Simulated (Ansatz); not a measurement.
Reaction (formal hydrolysis of the Si–Cl bond): `F[SiH](Cl)[NH][GeH3]` + H₂O → `O[SiH](F)[NH][GeH3]` + HCl

Isolated molecules relaxed with PBE0-D4/def2-TZVP in Ansatz; ΔE leaves out vibrations. CBS: MP2 limit from def2 TZ/QZ plus the TZ coupled-cluster correction, frozen cores. This one scheme is used for every species. DFT in def2-TZVPP. B3LYP here is the variant with VWN-RPA as its local correlation; programs differ in this. For Ge outer-core shells are correlated without core-valence functions, which leaves a few kJ/mol of doubt a bond. Scalar relativity is left out up to krypton. One conformer a species, not always the lowest.

```json
{"level": "PBE-D4", "ΔE (kJ/mol)": "0.1", "difference from CCSD(T)/CBS": "4.8"}
{"level": "r2SCAN-D4", "ΔE (kJ/mol)": "-6.6", "difference from CCSD(T)/CBS": "-1.9"}
{"level": "PBE0-D4", "ΔE (kJ/mol)": "-1.1", "difference from CCSD(T)/CBS": "3.6"}
{"level": "B3LYP-D4", "ΔE (kJ/mol)": "-8.0", "difference from CCSD(T)/CBS": "-3.3"}
{"level": "ωB97X-V", "ΔE (kJ/mol)": "-6.7", "difference from CCSD(T)/CBS": "-2.0"}
{"level": "ωB97M-V", "ΔE (kJ/mol)": "-6.3", "difference from CCSD(T)/CBS": "-1.6"}
{"level": "PBE", "ΔE (kJ/mol)": "-1.0", "difference from CCSD(T)/CBS": "3.7"}
{"level": "PBE0", "ΔE (kJ/mol)": "-2.1", "difference from CCSD(T)/CBS": "2.6"}
{"level": "HF/def2-TZVPP", "ΔE (kJ/mol)": "-15.0", "difference from CCSD(T)/CBS": "-10.3"}
{"level": "MP2/def2-TZVPP", "ΔE (kJ/mol)": "-6.1", "difference from CCSD(T)/CBS": "-1.4"}
{"level": "CCSD/def2-TZVPP", "ΔE (kJ/mol)": "-12.0", "difference from CCSD(T)/CBS": "-7.3"}
{"level": "CCSD(T)/def2-TZVPP", "ΔE (kJ/mol)": "-10.5", "difference from CCSD(T)/CBS": "-5.8"}
{"level": "HF/def2-QZVPP", "ΔE (kJ/mol)": "-15.1", "difference from CCSD(T)/CBS": "-10.4"}
{"level": "HF/CBS(def2)", "ΔE (kJ/mol)": "-15.1", "difference from CCSD(T)/CBS": "-10.4"}
{"level": "MP2/CBS(def2)", "ΔE (kJ/mol)": "-0.3", "difference from CCSD(T)/CBS": "4.4"}
{"level": "CCSD/CBS(def2)", "ΔE (kJ/mol)": "-6.2", "difference from CCSD(T)/CBS": "-1.5"}
{"level": "CCSD(T)/CBS", "ΔE (kJ/mol)": "-4.7", "difference from CCSD(T)/CBS": "0"}
```

Largest T1 diagnostic among the species: 0.012.

In def2-TZVPP, CCSD(T) changes the Hartree–Fock value by +4.5 kJ/mol (the triples alone add +1.5 kJ/mol) and MP2 by +8.9 kJ/mol.
